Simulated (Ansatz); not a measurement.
`C[S][Zn][F]` + `O[SiH3]` → `[F][Zn][O][SiH3]` + CH₃SH at 600 K and 1 bar (ligand exchange at a Zn–S bond).

Computed with Ansatz on PBE0-D4/def2-TZVP structures; ΔE is electronic, products minus reactants. CBS: MP2 limit from def2 TZ/QZ plus the TZ coupled-cluster correction, frozen cores. This one scheme is used for every species. For Zn outer-core shells are correlated without core-valence functions, which leaves a few kJ/mol of doubt a bond. Scalar relativity is left out up to krypton. One conformer a species, not always the lowest.

| species | CCSD(T)/CBS energy (Eh) | H − E (kJ/mol) | S (J/(mol·K)) |
| --- | --- | --- | --- |
| `C[S][Zn][F]` | -2315.86770 | 155.5 | 404.0 |
| `O[SiH3]` | -366.69042 | 135.7 | 307.9 |
| `[F][Zn][O][SiH3]` | -2244.31866 | 132.6 | 421.5 |
| CH₃SH | -438.22835 | 152.3 | 296.8 |

H − E and S are ideal-gas, rigid-rotor, harmonic terms from PBE0-D4/def2-TZVP, for one conformer and one mirror image of each species. 1 Eh = 2625.50 kJ/mol, R = 8.31446 J/(mol·K).

**Question.** By hand: ΔE, ΔH, ΔS and ΔG.

**Answer.** ΔE = (-2244.31866) + (-438.22835) − (-2315.86770) − (-366.69042) = 0.01111 Eh = 29.2 kJ/mol. Δ(H − E) = 132.6 + 152.3 − 155.5 − 135.7 = -6.3, so ΔH = 22.9 kJ/mol. ΔS = 421.5 + 296.8 − 404.0 − 307.9 = 6.4 J/(mol·K). ΔG = 22.9 − 600 × (6.4)/1000 = 19.1 kJ/mol.

**Question.** By hand: the equilibrium constant, and the temperature at which ΔG would vanish if ΔH and ΔS stayed fixed.

**Answer.** log₁₀ K = −ΔG/(RT ln 10) = -1.7. ΔG = 0 at ΔH/ΔS = 3578 K, far beyond where these terms or the molecules hold.

The number of gas molecules stays the same, so ΔS is small and ΔH decides. A doubt of 5 kJ/mol in ΔE shifts log₁₀ K by 0.4 here. Other conformers and mirror images would add mixing entropy, several J/(mol·K) or more a flexible species. Modes under 60 cm⁻¹, often nearly free rotors, make the harmonic entropy too high. These are equilibria of isolated gas molecules and say nothing of rates. Largest T1 diagnostic: 0.017 (customary marks: 0.02 for closed shells, 0.045 for open ones).
